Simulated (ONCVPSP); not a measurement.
## An all-electron radial function and its pseudo partner (Be (Z = 4))

Columns: radius, all-electron u(r) and pseudo u(r) of the 1s shell (level -110.27 eV) of beryllium in the configuration 1s2 2s1.5; LDA (Perdew-Zunger), scalar-relativistic, ONCV scheme, ONCVPSP 4.0.1.

```csv
r (bohr),all-electron,pseudo
0.032,0.4083,0.2913
0.065,0.7278,0.5760
0.098,0.9642,0.8310
0.130,1.1294,1.0394
0.162,1.2442,1.2036
0.195,1.3205,1.3247
0.228,1.3629,1.3988
0.260,1.3785,1.4307
0.292,1.3745,1.4306
0.325,1.3546,1.4055
0.358,1.3226,1.3630
0.390,1.2828,1.3116
0.422,1.2369,1.2549
0.455,1.1850,1.1945
0.488,1.1301,1.1341
0.520,1.0753,1.0766
0.552,1.0199,1.0201
0.585,0.9629,0.9628
0.618,0.9067,0.9066
0.650,0.8535,0.8534
0.682,0.8018,0.8017
0.715,0.7504,0.7503
0.748,0.7011,0.7011
0.780,0.6555,0.6554
0.812,0.6120,0.6120
0.845,0.5696,0.5695
```

(1) How many radial nodes do the two functions have?

(2) At about which radius was the pseudo-wave matched?

(3) Where does each function peak?

(4) Is the pseudo-wave norm-conserving?

## Answers

(1) The all-electron 1s function has n − l − 1 = 0; the pseudo-wave has 0.

(2) 0.65 bohr. The columns agree to 0.0005 from 0.55 bohr on; several derivatives are matched, so the curves merge somewhat inside the radius.

(3) Outermost all-electron maximum near 0.26 bohr, pseudo maximum near 0.26 bohr (to the table’s step).

(4) Yes: the ONCV scheme keeps the norm inside the radius equal to the all-electron one, which fixes the energy derivative of the logarithmic derivative at the level.
